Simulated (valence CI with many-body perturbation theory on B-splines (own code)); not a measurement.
**Yb39+: electric-dipole lines**

Method: configuration interaction combined with many-body perturbation theory (CI+MBPT): three valence electrons over a frozen Dirac-Fock core [Ar] 3d10, radial functions for each j: 11 s, 11 p, 9 d, 7 f, 5 g, 2 h, 1 i, with the one-electron correlation potential Σ1 (screened to all orders), the two-electron term Σ2, the three-electron term Σ3, Breit, model QED; selected single and double excitations, second order for the rest (own B-spline code, finite nucleus).

No measured spectrum was set against this ion. As an estimate, large intervals hold to a few tenths of a per cent, small ones and those within an open d or f shell to about a per cent.

Lines 1 to 50 of 278 in falling wavelength, among levels below 496.50 eV, chosen from the strongest by gf and those to the six lowest levels. Wavelengths and rates use the calculated energies. Electric multipoles are in the length gauge, E1 and E2 with the static RPA response of the core. Weak lines are less certain than strong ones. Lines between different terms over intervals too small for the method are left out, as are lines whose strength nearly cancels. The highest levels of a list are the least certain.

Levels are named by their leading jj configuration (3d3/2^4 stands for four electrons in 3d with j = 3/2), which in mixed levels can hold well under half, so a name can repeat and another be missing. Letters in brackets count levels of one name in rising energy.

| λ vac (nm) | Upper | Lower | A (s⁻¹) | S (a.u.) |
| --- | --- | --- | --- | --- |
| 89.84 | (4s 4p1/2^2) J=1/2 | (4s^2 4p3/2) J=3/2 | 1.52e+06 | 1.09e-03 |
| 17.34 | (4p1/2 4p3/2 4d5/2) J=9/2 | (4s 4p3/2 4d5/2) J=7/2 [b] | 4.66e+09 | 1.20e-01 |
| 16.63 | (4s 4p1/2 4d3/2) J=5/2 | (4s^2 4d3/2) J=3/2 | 8.15e+09 | 1.11e-01 |
| 16.61 | (4p1/2 4p3/2 4d5/2) J=7/2 [a] | (4s 4p3/2 4d3/2) J=5/2 [b] | 4.57e+09 | 8.25e-02 |
| 16.53 | (4s 4p1/2 4p3/2) J=3/2 [a] | (4s^2 4p3/2) J=3/2 | 1.76e+09 | 1.57e-02 |
| 16.45 | (4s 4p1/2 4d5/2) J=7/2 | (4s^2 4d5/2) J=5/2 | 6.35e+09 | 1.12e-01 |
| 16.19 | (4p1/2 4p3/2 4d3/2) J=7/2 | (4s^2 4f5/2) J=5/2 | 6.92e+09 | 1.16e-01 |
| 16.01 | (4p1/2 4p3/2 4d5/2) J=5/2 [a] | (4s 4p3/2 4d3/2) J=5/2 [b] | 4.26e+09 | 5.19e-02 |
| 15.80 | (4s 4p1/2 4f7/2) J=9/2 | (4s 4p3/2 4d5/2) J=7/2 [a] | 4.12e+09 | 8.03e-02 |
| 15.05 | (4p1/2 4p3/2 4d5/2) J=7/2 [b] | (4s 4p3/2 4d5/2) J=5/2 [b] | 1.08e+10 | 1.45e-01 |
| 15.02 | (4s 4p1/2 4p3/2) J=5/2 | (4s^2 4p3/2) J=3/2 | 1.11e+10 | 1.11e-01 |
| 14.78 | (4p1/2 4p3/2 4d3/2) J=7/2 | (4s 4p3/2 4d3/2) J=7/2 | 7.55e+09 | 9.62e-02 |
| 14.74 | (4p1/2^2 4d3/2) J=3/2 | (4s 4p1/2 4d3/2) J=3/2 [b] | 1.22e+10 | 7.69e-02 |
| 14.72 | (4p1/2 4p3/2 4d3/2) J=5/2 | (4s 4p3/2 4d3/2) J=5/2 [a] | 9.16e+09 | 8.65e-02 |
| 14.67 | (4p1/2^2 4d3/2) J=3/2 | (4s 4p1/2 4d3/2) J=1/2 | 1.07e+10 | 6.64e-02 |
| 14.62 | (4p1/2^2 4p3/2) J=3/2 | (4s 4p1/2 4p3/2) J=1/2 | 9.88e+09 | 6.10e-02 |
| 14.61 | (4p1/2 4p3/2 4d5/2) J=3/2 [b] | (4s 4p3/2 4d5/2) J=3/2 | 1.25e+10 | 7.71e-02 |
| 14.60 | (4p1/2 4p3/2^2) J=5/2 | (4s 4p3/2^2) J=3/2 | 9.43e+09 | 8.69e-02 |
| 14.56 | (4s 4p1/2 4f7/2) J=9/2 | (4s^2 4f7/2) J=7/2 | 9.42e+09 | 1.43e-01 |
| 14.48 | (4p1/2 4p3/2 4d5/2) J=1/2 | (4s 4p3/2 4d5/2) J=3/2 | 2.16e+10 | 6.46e-02 |
| 14.45 | (4p1/2 4p3/2 4d3/2) J=7/2 | (4s 4p3/2 4d3/2) J=5/2 [a] | 4.15e+09 | 4.94e-02 |
| 14.43 | (4p1/2 4p3/2 4d5/2) J=9/2 | (4s 4p3/2 4d5/2) J=7/2 [a] | 6.07e+09 | 9.01e-02 |
| 14.34 | (4p1/2 4p3/2 4d5/2) J=7/2 [b] | (4s 4p3/2 4d5/2) J=7/2 [b] | 6.90e+09 | 8.03e-02 |
| 14.30 | (4s 4p1/2^2) J=1/2 | (4s^2 4p1/2) J=1/2 | 2.27e+10 | 6.57e-02 |
| 14.20 | (4s 4p1/2 4d3/2) J=3/2 [b] | (4s^2 4d3/2) J=3/2 | 9.42e+09 | 5.32e-02 |
| 14.17 | (4p1/2^2 4p3/2) J=3/2 | (4s 4p1/2 4p3/2) J=3/2 [b] | 1.35e+10 | 7.60e-02 |
| 14.13 | (4p1/2 4p3/2 4d3/2) J=3/2 [a] | (4s 4p3/2 4d3/2) J=3/2 [a] | 1.29e+10 | 7.21e-02 |
| 14.07 | (4p1/2 4p3/2 4d5/2) J=7/2 [a] | (4s^2 4f7/2) J=7/2 | 6.05e+09 | 6.66e-02 |
| 14.07 | (4s 4p1/2 4f7/2) J=5/2 | (4s^2 4f7/2) J=7/2 | 1.17e+10 | 9.68e-02 |
| 14.04 | (4p1/2 4p3/2 4d5/2) J=3/2 [b] | (4s 4p3/2 4d5/2) J=1/2 | 1.39e+10 | 7.62e-02 |
| 14.03 | (4p1/2 4p3/2 4d3/2) J=1/2 [a] | (4s 4p3/2 4d3/2) J=1/2 [a] | 1.97e+10 | 5.37e-02 |
| 13.81 | (4s 4p1/2 4f5/2) J=5/2 [b] | (4s^2 4f5/2) J=5/2 | 1.11e+10 | 8.63e-02 |
| 13.77 | (4p1/2 4p3/2 4d3/2) J=3/2 [b] | (4s 4p3/2 4d3/2) J=3/2 [b] | 8.77e+09 | 4.52e-02 |
| 13.76 | (4p1/2 4p3/2^2) J=1/2 | (4s 4p3/2^2) J=1/2 | 3.33e+10 | 8.56e-02 |
| 13.71 | (4s 4p1/2 4f7/2) J=7/2 [a] | (4s 4p3/2 4d5/2) J=9/2 | 1.16e+10 | 1.18e-01 |
| 13.70 | (4p1/2 4p3/2 4d5/2) J=5/2 [c] | (4s 4p3/2 4d5/2) J=7/2 [b] | 1.38e+10 | 1.05e-01 |
| 13.53 | (4p1/2 4p3/2^2) J=5/2 | (4s^2 4d5/2) J=5/2 | 1.18e+10 | 8.64e-02 |
| 13.37 | (4p1/2 4p3/2 4d5/2) J=3/2 [a] | (4s 4p3/2 4d5/2) J=5/2 [a] | 2.71e+10 | 1.28e-01 |
| 13.36 | (4s 4p1/2 4f7/2) J=7/2 [b] | (4s^2 4f7/2) J=7/2 | 6.53e+09 | 6.14e-02 |
| 13.32 | (4p1/2 4p3/2^2) J=3/2 [a] | (4s 4p3/2^2) J=5/2 | 2.47e+10 | 1.15e-01 |
| 13.32 | (4s 4p1/2 4d5/2) J=7/2 | (4s 4p3/2^2) J=5/2 | 5.64e+09 | 5.26e-02 |
| 13.26 | (4s 4p1/2 4p3/2) J=3/2 [b] | (4s^2 4p3/2) J=3/2 | 1.45e+10 | 6.66e-02 |
| 13.26 | (4p1/2^2 4d5/2) J=5/2 | (4s 4p1/2 4d5/2) J=5/2 [b] | 2.12e+10 | 1.46e-01 |
| 13.19 | (4p1/2 4p3/2 4d5/2) J=5/2 [b] | (4p3/2^3) J=3/2 [a] | 7.95e+09 | 5.40e-02 |
| 13.16 | (4p1/2 4p3/2 4d5/2) J=5/2 [b] | (4s 4p3/2 4d5/2) J=5/2 [a] | 1.48e+10 | 1.00e-01 |
| 13.12 | (4p1/2 4p3/2^2) J=3/2 [b] | (4s^2 4d5/2) J=5/2 | 2.01e+10 | 8.95e-02 |
| 12.97 | (4s 4p1/2 4d5/2) J=5/2 [b] | (4s 4p3/2^2) J=5/2 | 1.71e+10 | 1.10e-01 |
| 12.91 | (4p1/2^2 4d5/2) J=5/2 | (4s 4p1/2 4d5/2) J=7/2 | 4.52e+10 | 2.88e-01 |
| 12.91 | (4p1/2^2 4d5/2) J=5/2 | (4p1/2 4p3/2^2) J=3/2 [a] | 1.29e+10 | 8.24e-02 |
| 12.89 | (4s 4p1/2 4p3/2) J=1/2 | (4s^2 4p3/2) J=3/2 | 2.13e+10 | 4.50e-02 |
